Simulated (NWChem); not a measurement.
System: C₄H₇N; SMILES CN1C=CC1

NWChem printed, in part:

```
             Northwest Computational Chemistry Package (NWChem) 7.3.0
             --------------------------------------------------------

                             Geometry "geometry" -> ""
                             -------------------------

 Output coordinates in angstroms (scale by  1.889725989 to convert to a.u.)

  No.       Tag          Charge          X              Y              Z
 ---- ---------------- ---------- -------------- -------------- --------------
    1 C                    6.0000     0.03844100     1.75672400     0.18193300
    2 N                    7.0000     0.03251100     0.43558000    -0.41262100
    3 C                    6.0000     0.99135400    -0.55008300    -0.06674500
    4 C                    6.0000     0.10466500    -1.54733800     0.21093000
    5 C                    6.0000    -1.02280900    -0.56330900    -0.05220500
    6 H                    1.0000    -0.81695600     2.34785100    -0.20453300
    7 H                    1.0000     0.96823300     2.28560600    -0.11260000
    8 H                    1.0000    -0.01379300     1.75331800     1.30055000
    9 H                    1.0000     2.08598000    -0.42286400    -0.10493200
   10 H                    1.0000     0.15809500    -2.63409500     0.33828700
   11 H                    1.0000    -1.61432400    -0.25374300     0.83684600
   12 H                    1.0000    -1.71296600    -0.78883200    -0.89439000

 Effective nuclear repulsion energy (a.u.)     171.4545236380

                                 NWChem DFT Module
                                 -----------------

 Summary of "ao basis" -> "ao basis" (spherical)
 ------------------------------------------------------------------------------
       Tag                 Description            Shells   Functions and Types
 ---------------- ------------------------------  ------  ---------------------
 C                          def2-svp                 6       14   3s2p1d
 N                          def2-svp                 6       14   3s2p1d
 H                          def2-svp                 3        5   2s1p

 in cosmo_initialize ...

 solvent parameters
 solvname_short: unkn
 solvname_long:  unknown
 dielec:       46.7000

          ---------------
          -cosmo- solvent
          ---------------
 Cosmo: York-Karplus, doi: 10.1021/jp992097l
 dielectric constant -eps-     =  46.70
 screen = (eps-1)/(eps    )    =   0.97859
 surface charge correction     = lagrangian

   van der Waals surface
 --------------------------

 ---------- ATOMIC COORDINATES (A.U.) ------------ VDWR(ANG.) --
     1    0.07264296    3.31972700    0.34380352     2.000
     2    0.06143688    0.82312685   -0.77974063     1.830
     3    1.87338742   -1.03950614   -0.12612976     2.000
     4    0.19778817   -2.92404483    0.39859990     2.000
     5   -1.93282875   -1.06449966   -0.09865315     2.000
     6   -1.54382298    4.43679505   -0.38651133     1.300
     7    1.82969506    4.31916906   -0.21278315     1.300
     8   -0.02606499    3.31329059    2.45768313     1.300
     9    3.94193062   -0.79909709   -0.19829273     1.300
    10    0.29875623   -4.97771778    0.63926974     1.300
    11   -3.05063002   -0.47950474    1.58140963     1.300
    12   -3.23703637   -1.49067633   -1.69015203     1.300
 number of segments per atom =         32
 number of   points per atom =         32
 atom (   nspa,  nppa )
 ----------------------
    1 (     15,     0 )       0
    2 (      8,     0 )       0
    3 (     13,     0 )       0
    4 (     14,     0 )       0
    5 (     14,     0 )       0
    6 (     15,     0 )       0
    7 (     15,     0 )       0
    8 (     16,     0 )       0
    9 (     16,     0 )       0
   10 (     16,     0 )       0
   11 (     15,     0 )       0
   12 (     15,     0 )       0
 number of -cosmo- surface points =      172
 molecular surface =    114.824 angstrom**2
 molecular volume  =     99.807 angstrom**3
 G(cav/disp)       =      1.434 kcal/mol
 -lineq- algorithm             =   0
 -bem- low  level              =   2
 -bem- from -octahedral-
 gaussian surface charge width =   4.50000
 degree of switching           =   1.00000
 switching function tolerance  =   0.00010
 atomic radii =
 --------------
    1  6.000  2.000
    2  7.000  1.830
    3  6.000  2.000
    4  6.000  2.000
    5  6.000  2.000
    6  1.000  1.300
    7  1.000  1.300
    8  1.000  1.300
    9  1.000  1.300
   10  1.000  1.300
   11  1.000  1.300
   12  1.000  1.300
 ...... end of -cosmo- initialization ......

[...]

                                   COSMO solvation results
                                   -----------------------

                 gas phase energy =      -211.107967759273
                 sol phase energy =      -211.113764280588
 (electrostatic) solvation energy =         0.005796521315 (    3.64 kcal/mol)

                       DFT Final Molecular Orbital Analysis
                       ------------------------------------

 Vector   17  Occ=2.000000D+00  E=-4.025352D-01
              MO Center=  1.6D-02, -3.0D-01, -3.9D-02, r^2= 3.0D+00
   Bfn.  Coefficient  Atom+Function         Bfn.  Coefficient  Atom+Function
  ----- ------------  ---------------      ----- ------------  ---------------
    60      0.337042   5 C  px               32      0.275647   3 C  px
    46     -0.267282   4 C  px               18      0.262278   2 N  px
    86      0.236085   9 H  s                63      0.182698   5 C  px
    96     -0.166792  11 H  s                21     -0.148886   2 N  px
    59      0.133264   5 C  s               101     -0.127397  12 H  s

 Vector   18  Occ=2.000000D+00  E=-3.495998D-01
              MO Center=  3.4D-02, -1.8D-01, -8.9D-02, r^2= 2.9D+00
   Bfn.  Coefficient  Atom+Function         Bfn.  Coefficient  Atom+Function
  ----- ------------  ---------------      ----- ------------  ---------------
    34     -0.283743   3 C  pz               20      0.278077   2 N  pz
    23     -0.224808   2 N  pz               37     -0.218067   3 C  pz
    48     -0.204186   4 C  pz               62      0.193405   5 C  pz
   101     -0.186469  12 H  s                33     -0.180685   3 C  py
    96      0.154266  11 H  s                81      0.137990   8 H  s

 Vector   19  Occ=2.000000D+00  E=-2.654915D-01
              MO Center=  1.7D-01, -3.7D-01, -6.8D-02, r^2= 2.5D+00
   Bfn.  Coefficient  Atom+Function         Bfn.  Coefficient  Atom+Function
  ----- ------------  ---------------      ----- ------------  ---------------
    20      0.402964   2 N  pz               23     -0.372234   2 N  pz
    48      0.349258   4 C  pz               51      0.331959   4 C  pz
    34      0.206109   3 C  pz               82      0.145503   8 H  s
    37      0.141554   3 C  pz               81      0.138394   8 H  s
    31      0.128175   3 C  s                16      0.106551   2 N  s

 Vector   20  Occ=0.000000D+00  E= 5.836425D-02
              MO Center=  4.2D-01, -7.4D-01,  1.4D-01, r^2= 3.0D+00
   Bfn.  Coefficient  Atom+Function         Bfn.  Coefficient  Atom+Function
  ----- ------------  ---------------      ----- ------------  ---------------
    37      0.618123   3 C  pz               51     -0.603025   4 C  pz
    34      0.398867   3 C  pz                3     -0.364738   1 C  s
    48     -0.364454   4 C  pz               82      0.319035   8 H  s
    97      0.283465  11 H  s                36      0.230221   3 C  py
    23     -0.219526   2 N  pz               72      0.191023   6 H  s

 Vector   21  Occ=0.000000D+00  E= 1.211224D-01
              MO Center= -3.4D-01,  9.8D-01,  1.9D-01, r^2= 6.7D+00
   Bfn.  Coefficient  Atom+Function         Bfn.  Coefficient  Atom+Function
  ----- ------------  ---------------      ----- ------------  ---------------
     3      1.637325   1 C  s                59      1.211908   5 C  s
    77     -0.905500   7 H  s                72     -0.824440   6 H  s
    82     -0.785349   8 H  s               102     -0.748644  12 H  s
    97     -0.743922  11 H  s                17      0.607253   2 N  s
     8      0.507862   1 C  py               87     -0.464717   9 H  s

 Vector   22  Occ=0.000000D+00  E= 1.565101D-01
              MO Center= -7.0D-01, -1.1D+00, -8.2D-03, r^2= 7.6D+00
   Bfn.  Coefficient  Atom+Function         Bfn.  Coefficient  Atom+Function
  ----- ------------  ---------------      ----- ------------  ---------------
    59      1.766817   5 C  s                92     -1.377509  10 H  s
   102     -1.045918  12 H  s                45      0.960522   4 C  s
     3     -0.870632   1 C  s                97     -0.857990  11 H  s
    17     -0.657846   2 N  s                72      0.644942   6 H  s
    50     -0.599972   4 C  py               77      0.489714   7 H  s

     Multipole analysis of the density
     ---------------------------------

     L   x y z        total         alpha         beta         nuclear
     -   - - -        -----         -----         ----         -------
     0   0 0 0     -0.000000    -19.000000    -19.000000     38.000000

     1   1 0 0     -0.103064     -0.005944     -0.005944     -0.091175
     1   0 1 0      0.282645      0.224220      0.224220     -0.165795
     1   0 0 1      0.315555      0.238697      0.238697     -0.161838

     2   2 0 0    -20.460121    -52.685021    -52.685021     84.909922
     2   1 1 0      0.505874     -0.551708     -0.551708      1.609290
     2   1 0 1     -0.081848     -0.147583     -0.147583      0.213319
     2   0 2 0    -21.292800   -116.964125   -116.964125    212.635450
     2   0 1 1      0.498768     -0.263357     -0.263357      1.025482
     2   0 0 2    -25.239386    -21.676014    -21.676014     18.112642
```

Level: M05-2X/def2-SVP, COSMO on the gas-phase geometry. Coordinates come from a PBE-D3(BJ)/def2-SVP optimisation. COSMO prints the solvation energy as gas minus solution, so a positive value is a stabilisation.

Task: Reconstruct the input file.

Result: This is not unique; one that fits is the input that was run:
```
start job
memory heap 200 mb stack 900 mb global 1100 mb
geometry units angstroms noautosym nocenter noautoz
  C      0.038441     1.756724     0.181933
  N      0.032511     0.435580    -0.412621
  C      0.991354    -0.550083    -0.066745
  C      0.104665    -1.547338     0.210930
  C     -1.022809    -0.563309    -0.052205
  H     -0.816956     2.347851    -0.204533
  H      0.968233     2.285606    -0.112600
  H     -0.013793     1.753318     1.300550
  H      2.085980    -0.422864    -0.104932
  H      0.158095    -2.634095     0.338287
  H     -1.614324    -0.253743     0.836846
  H     -1.712966    -0.788832    -0.894390
end
basis spherical
  C library def2-svp
  N library def2-svp
  H library def2-svp
end
dft
  xc m05-2x
  iterations 150
end
cosmo
  dielec 46.7
end
task dft energy
```
